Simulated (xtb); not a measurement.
C$_{6}$H$_{9}$O, doublet, geometry from GFN2-xTB; GFN2-xTB in xtb.

Here is a job for xtb.
```
$ xtb mol.xyz --gfn 2 --uhf 1 --ohess --json

# file mol.xyz
16

O     -2.30991040     0.16261397     0.32350552
C     -1.11853851     0.07874331     0.15665256
C     -0.19376152     1.26653046     0.28011446
C      1.06928310     1.12646069    -0.57215067
C      1.78605069    -0.12573509    -0.25013838
C      1.01961696    -1.27351588     0.27959790
C     -0.43509445    -1.22226002    -0.19204248
H     -0.74557191     2.17538625     0.03401302
H      0.08950526     1.33091202     1.33516272
H      1.72187303     1.99176583    -0.42130000
H      0.77448763     1.14772450    -1.63394651
H      2.84732669    -0.20044721    -0.39877126
H      1.48075649    -2.21722578    -0.02723183
H      1.02631754    -1.27449828     1.38174174
H     -1.01805368    -2.05122986     0.21298471
H     -0.46269552    -1.30464002    -1.28289701
```

The log (banner, timings and long lists left out):

```
   ID    Z sym.   atoms
    1    8 O      1
    2    6 C      2-7
    3    1 H      8-16

           -------------------------------------------------
          |                Calculation Setup                |
           -------------------------------------------------

           -------------------------------------------------
          |                 G F N 2 - x T B                 |
           -------------------------------------------------

          ...................................................
          :                      SETUP                      :
          :.................................................:
          :  # basis functions                  37          :
          :  # atomic orbitals                  37          :
          :  # shells                           23          :
          :  # electrons                        39          :
          :  max. iterations                   250          :
          :  Hamiltonian                  GFN2-xTB          :
          :  restarted?                      false          :
          :  GBSA solvation                  false          :
          :  PC potential                    false          :
          :  electronic temp.          300.0000000     K    :
          :  accuracy                    1.0000000          :
          :  -> integral cutoff          0.2500000E+02      :
          :  -> integral neglect         0.1000000E-07      :
          :  -> SCF convergence          0.1000000E-05 Eh   :
          :  -> wf. convergence          0.1000000E-03 e    :
          :  Broyden damping             0.4000000          :
          :  net charge                          0          :
          :  unpaired electrons                  1          :
          ...................................................

 iter      E             dE          RMSdq      gap      omega  full diag
   1    -21.6516560 -0.216517E+02  0.389E+00    2.32       0.0  T
   2    -21.6980438 -0.463878E-01  0.202E+00    1.66       1.0  T
   3    -21.7024474 -0.440366E-02  0.130E+00    1.83       1.0  T
   4    -21.7066239 -0.417650E-02  0.151E-01    1.43       1.0  T
   5    -21.7067372 -0.113271E-03  0.724E-02    1.52       1.0  T
   6    -21.7067515 -0.142763E-04  0.293E-02    1.54       1.0  T
   7    -21.7067518 -0.343483E-06  0.771E-03    1.53       3.2  T
   8    -21.7067521 -0.284939E-06  0.204E-03    1.53      12.3  T
   9    -21.7067521  0.474382E-08  0.822E-04    1.53      30.4  T
  10    -21.7067521 -0.754880E-08  0.123E-04    1.53     203.6  T

   *** convergence criteria satisfied after 10 iterations ***

         :::::::::::::::::::::::::::::::::::::::::::::::::::::
         ::                     SUMMARY                     ::
         :::::::::::::::::::::::::::::::::::::::::::::::::::::
         :: total energy             -21.425934798969 Eh    ::
         :: gradient norm              0.000020284615 Eh/a0 ::
         :: HOMO-LUMO gap              1.534063775569 eV    ::
         ::.................................................::
         :: SCC energy               -21.706727935657 Eh    ::
         :: -> isotropic ES            0.028634953230 Eh    ::
         :: -> anisotropic ES          0.002467629218 Eh    ::
         :: -> anisotropic XC          0.009405210438 Eh    ::
         :: -> dispersion             -0.010495218237 Eh    ::
         :: repulsion energy           0.280793136688 Eh    ::
         :: add. restraining           0.000000000000 Eh    ::
         :: total charge               0.000000000000 e     ::
         :::::::::::::::::::::::::::::::::::::::::::::::::::::

      -----------------------------------------------------------
     |                   =====================                   |
     |                        A N C O P T                        |
     |                   =====================                   |
     |               Approximate Normal Coordinate               |
     |                Rational Function Optimizer                |
      -----------------------------------------------------------
      -----------------------------------------------------------
     |                   =====================                   |
     |                        A N C O P T                        |
     |                   =====================                   |
     |               Approximate Normal Coordinate               |
     |                Rational Function Optimizer                |
      -----------------------------------------------------------

          ...................................................
          :                      SETUP                      :
          :.................................................:
          :   optimization level            normal          :
          :   max. optcycles                   200          :
          :   ANC micro-cycles                  20          :
          :   degrees of freedom                42          :
          :.................................................:
          :   RF solver                   davidson          :
          :   write xtbopt.log                true          :
          :   linear?                        false          :
          :   energy convergence         0.5000000E-05 Eh   :
          :   grad. convergence          0.1000000E-02 Eh/α :
          :   maxmium RF displ.          1.0000000          :
          :   Hlow (freq-cutoff)         0.1000000E-01      :
          :   Hmax (freq-cutoff)         5.0000000          :
          :   S6 in model hess.         20.0000000          :
          ...................................................

generating ANC from exact Hessian ...
Using Lindh-Hessian (1995)
 Shifting diagonal of input Hessian by    2.2873801747053538E-003
 Lowest  eigenvalues of input Hessian
    0.000000    0.000000    0.000000    0.000000    0.000000    0.000000
    0.010000    0.011999    0.018492    0.021012    0.042602    0.044947
[...]
 * total energy  :   -21.4259348 Eh     change       -0.1287397E-09 Eh
   *** GEOMETRY OPTIMIZATION CONVERGED AFTER 1 ITERATIONS ***
         :: total energy             -21.425934799098 Eh    ::
[...]
          |               Frequency Printout                |
           -------------------------------------------------
 projected vibrational frequencies (cm⁻¹)
eigval :       -0.00    -0.00    -0.00     0.00     0.00     0.00
eigval :       39.27   163.26   217.12   313.20   393.52   423.83
eigval :      480.80   555.19   576.24   775.99   816.60   880.31
eigval :      942.81   959.44   963.67  1018.20  1063.95  1086.19
eigval :     1116.79  1119.65  1184.83  1199.08  1212.64  1269.73
eigval :     1294.16  1310.80  1330.02  1342.97  1440.13  1443.19
eigval :     1465.91  1466.01  1765.62  2820.63  2820.73  2945.09
eigval :     2946.01  2951.41  2953.86  2993.53  2994.78  3130.95
 reduced masses (amu)
   1: 11.16   2: 11.85   3: 10.82   4: 10.92   5: 12.54   6: 10.17   7:  9.58   8:  5.96
   9:  6.45  10:  4.33  11:  9.55  12: 11.94  13: 10.65  14: 10.14  15:  5.80  16: 10.49
  17:  5.03  18:  6.22  19:  7.90  20:  7.54  21:  6.73  22:  7.54  23:  4.98  24:  3.20
  25:  3.87  26:  3.68  27:  6.17  28:  2.96  29:  5.95  30:  6.14  31:  6.13  32:  4.51
  33:  5.29  34:  8.67  35:  1.90  36:  1.94  37:  1.79  38:  1.86  39: 13.43  40:  1.76
  41:  1.78  42:  1.65  43:  1.65  44:  1.81  45:  1.82  46:  1.67  47:  1.66  48:  1.82
 IR intensities (km·mol⁻¹)
   1:  0.03   2:  0.77   3:  0.46   4:  1.16   5:  0.81   6:  0.15   7:  6.14   8:  5.79
   9:  0.05  10: 17.20  11: 15.02  12:  1.17  13:  7.51  14:  0.66  15:  7.39  16:  4.25
  17: 17.27  18:  1.28  19:  0.02  20:  2.57  21: 11.48  22: 13.98  23:  0.96  24:  4.62
  25: 25.75  26: 10.12  27: 33.71  28:  0.85  29: 52.12  30:  5.85  31:  1.34  32: 19.44
  33:  0.22  34: 11.04  35:  0.13  36: 20.76  37:  5.48  38:  0.10  39:382.33  40:  0.30
  41: 62.87  42: 59.16  43: 20.43  44:  0.53  45: 25.15  46: 17.18  47: 32.87  48: 44.51
 Raman intensities (Ä⁴*amu⁻¹)
   1:  0.00   2:  0.00   3:  0.00   4:  0.00   5:  0.00   6:  0.00   7:  0.00   8:  0.00
   9:  0.00  10:  0.00  11:  0.00  12:  0.00  13:  0.00  14:  0.00  15:  0.00  16:  0.00
  17:  0.00  18:  0.00  19:  0.00  20:  0.00  21:  0.00  22:  0.00  23:  0.00  24:  0.00
  25:  0.00  26:  0.00  27:  0.00  28:  0.00  29:  0.00  30:  0.00  31:  0.00  32:  0.00
  33:  0.00  34:  0.00  35:  0.00  36:  0.00  37:  0.00  38:  0.00  39:  0.00  40:  0.00
  41:  0.00  42:  0.00  43:  0.00  44:  0.00  45:  0.00  46:  0.00  47:  0.00  48:  0.00
 output can be read by thermo (or use thermo option).
 writing <g98.out> molden fake output.
 recommended (thermochemical) frequency scaling factor: 1.0
           -------------------------------------------------
          |             Thermodynamic Functions             |
           -------------------------------------------------

c2  symmetry found (for desy threshold:  0.10E+00) used in thermo

          ...................................................
          :                      SETUP                      :
          :.................................................:
          :  # frequencies                          42      :
          :  # imaginary freq.                       0      :
          :  linear?                             false      :
          :  only rotor calc.                    false      :
          :  symmetry                               c2      :
          :  rotational number                       2      :
          :  scaling factor                  1.0000000      :
          :  rotor cutoff                   50.0000000 cm⁻¹ :
          :  imag. cutoff                  -20.0000000 cm⁻¹ :
          :.................................................:

    mode    ω/cm⁻¹     T·S(HO)/kcal·mol⁻¹    T·S(FR)/kcal·mol⁻¹   T·S(vib)
   ------------------------------------------------------------------------
       1     39.27    -1.57890 ( 27.56%)    -1.12749 ( 72.44%)    -1.25189
       2    163.26    -0.74884 ( 99.13%)    -0.70584 (  0.87%)    -0.74847
       3    217.12    -0.59124 ( 99.72%)    -0.62143 (  0.28%)    -0.59132
   ------------------------------------------------------------------------

   temp. (K)  partition function   enthalpy   heat capacity  entropy
                                   cal/mol     cal/K/mol   cal/K/mol   J/K/mol
 298.15  VIB   41.3                 2655.997     19.353     15.207
         ROT  0.963E+05              888.752      2.981     25.786
         INT  0.398E+07             3544.749     22.334     40.992
         TR   0.926E+27             1481.254      4.968     39.613
         TOT                        5026.0029    27.3025    80.6057   337.2543

       T/K    H(0)-H(T)+PV         H(T)/Eh          T*S/Eh         G(T)/Eh
   ------------------------------------------------------------------------
    298.15    0.800945E-02    0.140572E+00    0.382984E-01    0.102273E+00
   ------------------------------------------------------------------------

         :::::::::::::::::::::::::::::::::::::::::::::::::::::
         ::                  THERMODYNAMIC                  ::
         :::::::::::::::::::::::::::::::::::::::::::::::::::::
         :: total free energy         -21.323661420528 Eh   ::
         ::.................................................::
         :: total energy              -21.425934799098 Eh   ::
         :: zero point energy           0.132562302843 Eh   ::
         :: G(RRHO) w/o ZPVE           -0.030288924273 Eh   ::
         :: G(RRHO) contrib.            0.102273378570 Eh   ::
         :::::::::::::::::::::::::::::::::::::::::::::::::::::

optimized geometry written to: xtbopt.xyz

           -------------------------------------------------
          | TOTAL ENERGY              -21.425934799098 Eh   |
          | TOTAL ENTHALPY            -21.285363050890 Eh   |
          | TOTAL FREE ENERGY         -21.323661420528 Eh   |
          | GRADIENT NORM               0.000020167710 Eh/α |
          | HOMO-LUMO GAP               1.534071985350 eV   |
           -------------------------------------------------

normal termination of xtb
```
